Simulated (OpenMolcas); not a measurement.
Cr+: effect of the IPEA shift

```yaml
Program: OpenMolcas
Basis: ANO-RCC-VTZP [6s5p3d2f1g]
Scalar_Hamiltonian: DKH2, point nucleus
Active_space: 5 electrons in 5 orbitals (3d)
State_averaging: 2S+1 = 6 even, 1 root; 2S+1 = 4 even, 24 roots; 2S+1 = 2 even, 75 roots (53 in the spin-orbit step)
Spin-orbit_coupling: RASSI with atomic mean-field integrals over the reference wave functions, term energies averaged over their components
```

Methods on the same reference wave functions:
A. CASSCF
B. MS-CASPT2, IPEA 0 Eh, imaginary shift 0.1 Eh (closed shells correlated: 3s 3p)
C. MS-CASPT2, IPEA 0.25 Eh, imaginary shift 0.1 Eh (closed shells correlated: 3s 3p)

Energies in cm-1 above 3d5 6S 5/2, the measured ground level; measured values from NIST Handbook of Basic Atomic Spectroscopic Data.

```
        Level      A      B      C  Measured
   3d5 6S 5/2    0.0    0.0    0.0       0.0
   3d5 4G 5/2  26124  20980  21200     20512
   3d5 4G 7/2  26131  20990  21200     20518
  3d5 4G 11/2  26132  20990  21210     20512
   3d5 4G 9/2  26135  21000  21210     20519
   3d5 4P 5/2  29993  22270  22840     21823
   3d5 4P 3/2  30012  22290  22860     21824
   3d5 4P 1/2  30033  22310  22880     21824
   3d5 4D 7/2  32501  25200  25470          
   3d5 4D 1/2  32522  25220  25500          
   3d5 4D 3/2  32540  25240  25510          
   3d5 4D 5/2  32546  25240  25520          
  3d5 2I 11/2  37074  30650  31070          
  3d5 2I 13/2  37090  30670  31100          
   3d5 2D 5/2  41767  31470  32700          
   3d5 2D 3/2  41996  31670  32900          
3d5 2F 7/2(1)  42725  32580  33770          
3d5 2F 5/2(1)  42996  32840  34030          
   3d5 4F 9/2  43682  34470  34830          
   3d5 4F 7/2  43695  34490  34840          
   3d5 4F 5/2  43721  34500  34860          
   3d5 4F 3/2  43742  34520  34880          
   3d5 2H 9/2  45376  36230  37210          
  3d5 2H 11/2  45438  36320  37300
```

Deviations, from unrounded energies. A percentage is the sum of absolute deviations over the sum of measured energies, with the sign that they share, or ± where signs differ.

```
                        Against measurement  Levels      A     B     C
             mean absolute deviation (cm-1)       7   6700   470   840
other terms of the ground configuration (%)       7  +31.9  +2.2  +4.0
```

B lies closest to measurement on these levels and A furthest from it. The largest miss of B in the table is 3d5 4P 1/2, by +490 cm-1. The ranking rests on the paired levels alone, and a cruder setting can come out closer through cancelling errors.

Between B and C the level of the table that moves most is 3d5 2D 3/2, by 1200 cm-1 (lowest in B, highest in C). Moves below CASPT2's spread within the term are not significant.

The mean deviations of B to C differ by less than CASPT2's widest spread within a term (1200 cm-1), so their order carries little weight.

From A to B the spin-free energies of the other terms of 3d5 shown, above 6S, scale by factors of 0.74 to 0.83, as is usual when dynamic correlation screens the repulsion within a d or f shell.

The lowest spin-free term lies below A's lowest term by 0.465 hartree in B, 0.447 hartree in C.

Term energies are means over components that CASPT2 splits; among the terms shown or strongly mixed into the levels shown the widest spread is 1200 cm-1 (3d5 4F, C). Some high roots are left out of the spin-orbit mixing, which shifts the levels that they would mix with. Without dynamic correlation excited terms often stand tens of per cent too high (terms of higher spin than the ground term too low), and those without a measured partner can miss by more than the paired ones (holds for A). The CASPT2 spread within a term exceeds the gap to the next term for 3d5 2F(1) and 3d5 4F, so the order of their levels is uncertain, and so are names and mixing where such terms share a J (holds for C). Measured partners are found by configuration, term and J. A level has none where our copy of the source lacks it or the pairing is in doubt (some pairs that miss far off the trend of their configuration count as doubtful), and it then counts in no deviation. Only configurations of the active space appear. Levels that lie high or do not pair safely by name in every column are left out.

A number in round brackets counts repeated terms of one configuration in the order of the reference energies.
